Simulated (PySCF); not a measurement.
**Radial density of Ca+ (calcium, charge +1)**

M06-2X, [Ar] 4s1, 2S determinant. Computed with PySCF 2.14 in x2c-SVPall (5s3p2d, 24 functions), with the spin-free X2C one-electron Hamiltonian (Gaussian nucleus).

```json
{"r (bohr)": "0.00128", "4πr²ρ (e/bohr)": "0.1249", "4πr²(ρα − ρβ)": "0.0001"}
{"r (bohr)": "0.00216", "4πr²ρ (e/bohr)": "0.3419", "4πr²(ρα − ρβ)": "0.0002"}
{"r (bohr)": "0.00364", "4πr²ρ (e/bohr)": "0.8932", "4πr²(ρα − ρβ)": "0.0004"}
{"r (bohr)": "0.00611", "4πr²ρ (e/bohr)": "2.180", "4πr²(ρα − ρβ)": "0.0010"}
{"r (bohr)": "0.0103", "4πr²ρ (e/bohr)": "5.054", "4πr²(ρα − ρβ)": "0.0022"}
{"r (bohr)": "0.0173", "4πr²ρ (e/bohr)": "10.51", "4πr²(ρα − ρβ)": "0.0044"}
{"r (bohr)": "0.0291", "4πr²ρ (e/bohr)": "18.27", "4πr²(ρα − ρβ)": "0.0069"}
{"r (bohr)": "0.0489", "4πr²ρ (e/bohr)": "23.47", "4πr²(ρα − ρβ)": "0.0065"}
{"r (bohr)": "0.0823", "4πr²ρ (e/bohr)": "20.15", "4πr²(ρα − ρβ)": "0.0013"}
{"r (bohr)": "0.138", "4πr²ρ (e/bohr)": "17.44", "4πr²(ρα − ρβ)": "0.0048"}
{"r (bohr)": "0.233", "4πr²ρ (e/bohr)": "24.40", "4πr²(ρα − ρβ)": "0.0228"}
{"r (bohr)": "0.392", "4πr²ρ (e/bohr)": "16.41", "4πr²(ρα − ρβ)": "0.0031"}
{"r (bohr)": "0.659", "4πr²ρ (e/bohr)": "5.871", "4πr²(ρα − ρβ)": "0.0452"}
{"r (bohr)": "1.11", "4πr²ρ (e/bohr)": "7.540", "4πr²(ρα − ρβ)": "0.0365"}
{"r (bohr)": "1.86", "4πr²ρ (e/bohr)": "2.287", "4πr²(ρα − ρβ)": "0.0714"}
{"r (bohr)": "3.14", "4πr²ρ (e/bohr)": "0.4060", "4πr²(ρα − ρβ)": "0.3234"}
{"r (bohr)": "5.27", "4πr²ρ (e/bohr)": "0.1334", "4πr²(ρα − ρβ)": "0.1333"}
{"r (bohr)": "8.87", "4πr²ρ (e/bohr)": "0.0002066", "4πr²(ρα − ρβ)": "0.0002"}
```

Densities and radii are taken from the X2C orbitals without a picture-change correction, which distorts them close to the nucleus.
